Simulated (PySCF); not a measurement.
C6H5F, SMILES C=C=C(F)C#CC. Atoms are numbered in the order given.

```xyz
12

C     -2.7632     0.6888    -0.8233
C     -1.7195     0.3248    -0.1263
C     -0.6475    -0.0393     0.5525
F     -0.7542    -0.3742     1.8619
C      0.6664    -0.1157     0.0121
C      1.7889    -0.1813    -0.4489
C      3.1321    -0.2590    -1.0040
H     -3.3740    -0.0421    -1.3690
H     -3.0732     1.7398    -0.8889
H      3.5483    -1.2748    -0.9012
H      3.1276    -0.0040    -2.0764
H      3.8162     0.4396    -0.4946
```

The structure is a stationary point at B3LYP-D3(BJ)/def2-SVP. The structure was generated by enumeration, and PubChem lists no compound with its InChIKey, so it may never have been made.

Computed with ωB97X/def2-TZVP (PySCF).

The molecule is in vacuum.

Problem. Estimate the frontier levels, gap, dipole moment and polarisability. (Estimate from the structure and the level; the computed values follow.)

Solution. 
| Item | Value |
|---|---|
| highest occupied level | -8.94 eV |
| lowest empty level | 1.30 eV |
| orbital gap | 10.23 eV |
| dipole moment | 0.500 e·Å |
| quadrupole, principal values (traceless, Buckingham form, about the centre of nuclear charge) | -8.30, -5.12, 13.43 D·Å |
| mean static polarisability | 78.4 bohr³ (11.61 Å³) |
| polarisability, principal values | 45.7, 60.3, 129.2 bohr³ |
